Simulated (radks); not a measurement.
Results of a calculation; reference values are marked as such.
All-electron atom: Mo I in [Kr] 4d(up 2.5, down 2.5) 5s(up 0.75, down 0.25) (fractional occupations, a model configuration).

Level of theory: scalar-relativistic Kohn-Sham, PBE, spin-polarised, spherical densities, point nucleus (a radial shooting solver on a logarithmic mesh with Libxc functionals).

Energy parts (hartree):
| part | energy |
|---|---|
| total | -4048.62099 |
| kinetic | 4174.48464 |
| electron-nucleus | -9757.26158 |
| Hartree | 1657.61589 |
| exchange-correlation | -123.45994 |

Orbitals (lengths in bohr, moments of r in powers of bohr):
| orbital | occ. | eigenvalue (hartree) | <r^2> | <r> | <r^4> |
|---|---|---|---|---|---|
| 1s up | 1 | -728.4701 | 0.001669 | 0.03517 | 7.208e-06 |
| 1s down | 1 | -728.4698 | 0.001669 | 0.03517 | 7.208e-06 |
| 2s up | 1 | -102.8841 | 0.02785 | 0.1537 | 0.001335 |
| 2s down | 1 | -102.8841 | 0.02785 | 0.1537 | 0.001335 |
| 2p up | 3 | -91.97467 | 0.02192 | 0.1340 | 0.0009571 |
| 2p down | 3 | -91.97461 | 0.02192 | 0.1340 | 0.0009571 |
| 3s up | 1 | -17.51198 | 0.2107 | 0.4289 | 0.06876 |
| 3s down | 1 | -17.51174 | 0.2107 | 0.4289 | 0.06876 |
| 3p up | 3 | -13.93669 | 0.2158 | 0.4306 | 0.07598 |
| 3p down | 3 | -13.93644 | 0.2158 | 0.4306 | 0.07597 |
| 3d up | 5 | -8.12052 | 0.2074 | 0.4153 | 0.08346 |
| 3d down | 5 | -8.12032 | 0.2074 | 0.4153 | 0.08346 |
| 4s up | 1 | -2.36441 | 1.392 | 1.108 | 2.950 |
| 4s down | 1 | -2.36424 | 1.391 | 1.107 | 2.943 |
| 4p up | 3 | -1.41417 | 1.762 | 1.238 | 5.003 |
| 4p down | 3 | -1.41367 | 1.758 | 1.237 | 4.970 |
| 5s up | 0.75 | -0.15617 | 14.79 | 3.583 | 366.6 |
| 5s down | 0.25 | -0.14334 | 15.02 | 3.605 | 382.6 |
| 4d up | 2.5 | -0.14022 | 5.149 | 2.013 | 64.93 |
| 4d down | 2.5 | -0.13483 | 5.001 | 1.986 | 61.25 |

The highest occupied level is 4d down at -3.669 eV. The density falls to 0.001 e/bohr^3 at r = 4.71 bohr.
